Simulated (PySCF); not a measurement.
selenium hexafluoride (F₆Se), SMILES F[Se](F)(F)(F)(F)F.

The structure is a stationary point at ωB97X-D3(BJ)/def2-SVP.

Computed with ωB97X-D3(BJ)/def2-SVP in PySCF.

Frequencies are harmonic and unscaled.

Modes within 1.5 cm⁻¹ of each other (mostly degenerate sets) share a row, with their intensities summed.

```tsv
mode	ν (cm⁻¹)	IR (km/mol)	Raman (Å⁴/amu)	depolarisation	moving atoms (share of kinetic energy)
1–3	267	0.0	0.0	–	F 100 %
4–6	394	0.0	7.2	0.75	F 100 %
7–9	439	177.7	0.0	–	F 74 %, Se 26 %
10–11	684	0.0	8.2	0.75	F 100 %
12	732	0.0	19.5	0.00	F 100 %
13–15	814	500.6	0.0	–	F 67 %, Se 33 %
```
